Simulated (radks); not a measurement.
The numbers below are computed, except where a source is named.
Neutral europium is in [Xe] 4f7 6s2. Level of theory: scalar-relativistic Kohn-Sham, BLYP, spin-polarised, spherical densities, finite nucleus; Fermi nuclear charge, rms radius of each element as measured or else 0.836 A^(1/3) + 0.57 fm (a radial shooting solver on a logarithmic mesh with Libxc functionals). Open shells are filled with parallel spins first. One electron is removed from 5p, 6s, 5s, 4f in turn, with full relaxation. Which removal costs least, and what does each cost?

Answer. 6s 5.648 eV; 4f 10.777 eV; 5p 26.883 eV; 5s 47.759 eV. The 6s electron leaves first.
